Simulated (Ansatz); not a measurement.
Gas-phase electronic energies from Ansatz, PBE0-D4/def2-TZVP geometries. CBS: MP2 limit from def2 TZ/QZ plus the TZ coupled-cluster correction, frozen cores. This one scheme is used for every species. Functionals use def2-TZVPP. B3LYP here is the variant with VWN-RPA as its local correlation; programs differ in this. Each species was taken in one conformer, which may not be the lowest.

`ClCC(Cl)CCl` + `O[SiH3]` → `O[SiH2]CCl` + `ClCCCl`  (formal exchange of groups at a C–C bond)

```
             level  ΔE (kJ/mol)  difference from CCSD(T)/CBS
            PBE-D4        -36.6                         -3.6
          B3LYP-D4        -36.7                         -3.7
               PBE        -40.0                         -7.0
            r2SCAN        -38.8                         -5.8
              PBE0        -39.4                         -6.4
     HF/def2-TZVPP        -40.9                         -7.9
    MP2/def2-TZVPP        -27.2                          5.8
   CCSD/def2-TZVPP        -32.6                          0.4
SCS-MP2/def2-QZVPP        -30.5                          2.5
    CCSD/CBS(def2)        -35.0                         -2.0
       CCSD(T)/CBS        -33.0                            0
```

Largest T1 diagnostic among the species: 0.011.

In def2-TZVPP, CCSD(T) changes the Hartree–Fock value by +10.3 kJ/mol (the triples alone add +2.0 kJ/mol) and MP2 by +13.7 kJ/mol. The D4 term adds +5.3 kJ/mol with B3LYP and +3.1 kJ/mol with PBE0; it sums over pairs of atoms, weighted by their polarisabilities, and B3LYP, whose exchange is more repulsive, gets the larger term.
